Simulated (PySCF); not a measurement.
Several orderings of computed values.

Species are written as SMILES; each is one conformer at its optimised geometry, gas phase, non-relativistic unless stated. Electronic properties by PySCF.

The conformers computed, where there is a choice (atom-mapped SMILES and torsion angles):
- `[CH2:1]=[CH:2][C@@H:3]([O:4][CH3:5])[C@H:6]([C:7]#[N:8])[O:9][SiH3:10]`: C1–C2–C3–O4 143°, C2–C3–O4–C5 -155°, C2–C3–C6–C7 59°, C3–C6–O9–Si10 -47°
- `[CH3:1][CH2:2][NH:3][C:4](=[O:5])[C@@H:6]1[SiH2:7][CH2:8][C:9]1=[O:10]`: C1–C2–N3–C4 104°, C2–N3–C4–O5 7°, N3–C4–C6–Si7 152°
- `[CH3:1][O:2][Si@H:3]([OH:4])[CH2:5][n:6]1[cH:7][cH:8][cH:9][cH:10]1`: C1–O2–Si3–O4 -177°, O2–Si3–C5–N6 -56°, Si3–C5–N6–C7 94°, H–O4–Si3–O2 38°
- `[CH3:1][CH2:2][C@@H:3]([C:4]#[N:5])[SiH2:6][O:7][C:8]([CH3:9])=[O:10]`: C1–C2–C3–C4 63°, C2–C3–Si6–O7 -176°, C3–Si6–O7–C8 178°, Si6–O7–C8–C9 -176°
- `[CH3:1][O:2][C:3](=[O:4])[P:5]([CH3:6])[CH2:7][S:8][CH3:9]`: C1–O2–C3–O4 1°, O2–C3–P5–C6 -63°, C3–P5–C7–S8 167°, P5–C7–S8–C9 170°
- `[CH2:1]=[CH:2][C:3]1=[CH:4][C@@H:5]1[CH:6]1[CH2:7][CH2:8]1`: C1–C2–C3–C4 176°, C4–C5–C6–C7 -175°
- `[CH3:1][CH2:2][c:3]1[s:4][c:5]([C:6](=[O:7])[Cl:8])[cH:9][c:10]1[Cl:11]`: C1–C2–C3–S4 0°, S4–C5–C6–O7 180°
- `[CH3:1][CH2:2][CH2:3][PH2+:4][CH2:5][CH3:6]`: C1–C2–C3–P4 -55°, C2–C3–P4–C5 -163°, C3–P4–C5–C6 -179°
- `[F:1][CH:2]([F:3])[c:4]1[cH:5][cH:6][cH:7][c:8]2[c:9]1[CH2:10][O:11][CH2:12]2`: F1–C2–C4–C5 123°
- `[F:1][CH2:2][CH2:3]/[C:4](=[CH:5]\[O:6][SiH3:7])[C:8]([F:9])([F:10])[F:11]`: F1–C2–C3–C4 68°, C2–C3–C4–C5 83°, C4–C5–O6–Si7 172°, C3–C4–C8–F9 -26°
- `[CH3:1][O:2][CH2:3][Si@@H:4]([OH:5])[n:6]1[cH:7][cH:8][cH:9][cH:10]1`: C1–O2–C3–Si4 -178°, O2–C3–Si4–O5 -49°, C3–Si4–N6–C7 6°, H–O5–Si4–C3 42°

The conformers of `FC(F)[C@@H]1CCCCO1` aren't listed.

Problem. Rank by HOMO energy, lowest first (PBE0/pcSseg-1 at GFN2-xTB geometries).
A. `CCNC(=O)[C@@H]1[SiH2]CC1=O`
B. `C=CC1=C[C@@H]1C1CC1`
C. `FC(F)[C@H]1OCCCC1`
D. `CO[Si@H](O)Cn1cccc1`
E. `CCc1sc(C(=O)Cl)cc1Cl`
F. `CC[C@@H](C#N)[SiH2]OC(C)=O`
G. `COC(=O)P(C)CSC`
H. `C=C[C@@H](OC)[C@H](C#N)O[SiH3]`

Solution. F (-8.43 eV), H (-7.90 eV), C (-7.62 eV), E (-7.39 eV), A (-7.17 eV), B (-6.59 eV), G (-6.41 eV), D (-6.14 eV).

Problem. By how much do the two ends of that ranking differ?

Solution. By 2.29 eV, between `CO[Si@H](O)Cn1cccc1` and `CC[C@@H](C#N)[SiH2]OC(C)=O`.

Problem. Rank by smallest rotational constant, lowest first (GFN2-xTB).
A. `O[Si@H](Cn1cccc1)OC`
B. `CCC[PH2+]CC`
C. `C=C[C@@H](OC)[C@H](C#N)O[SiH3]`
D. `FC(c1c2c(COC2)ccc1)F`
E. `CCc1sc(C(=O)Cl)cc1Cl`
F. `CC[C@@H](C#N)[SiH2]OC(C)=O`

Solution. E (0.335 GHz), F (0.482 GHz), D (0.586 GHz), A (0.645 GHz), C (0.757 GHz), B (1.082 GHz).

Problem. Rank by dipole moment, lowest first (PBE0/pcSseg-1 at GFN2-xTB geometries).
A. `CC[C@@H](C#N)[SiH2]OC(C)=O`
B. `CO[Si@H](O)Cn1cccc1`
C. `FC(F)c1cccc2c1COC2`
D. `CCc1sc(C(=O)Cl)cc1Cl`
E. `FCC/C(=C\O[SiH3])C(F)(F)F`
F. `COC(=O)P(C)CSC`

Solution. B (1.61 D), F (1.91 D), A (2.99 D), C (3.39 D), D (4.39 D), E (4.99 D).

Problem. Rank by HOMO–LUMO gap, highest first (PBE0/pcSseg-1 at GFN2-xTB geometries).
A. `FC(F)[C@@H]1CCCCO1`
B. `CCNC(=O)[C@@H]1[SiH2]CC1=O`
C. `CCc1sc(C(=O)Cl)cc1Cl`
D. `C=CC1=C[C@@H]1C1CC1`
E. `COC[Si@@H](O)n1cccc1`
F. `CC[C@@H](C#N)[SiH2]OC(C)=O`

Solution. A (9.03 eV), F (8.30 eV), E (6.59 eV), B (6.05 eV), D (5.50 eV), C (4.95 eV).
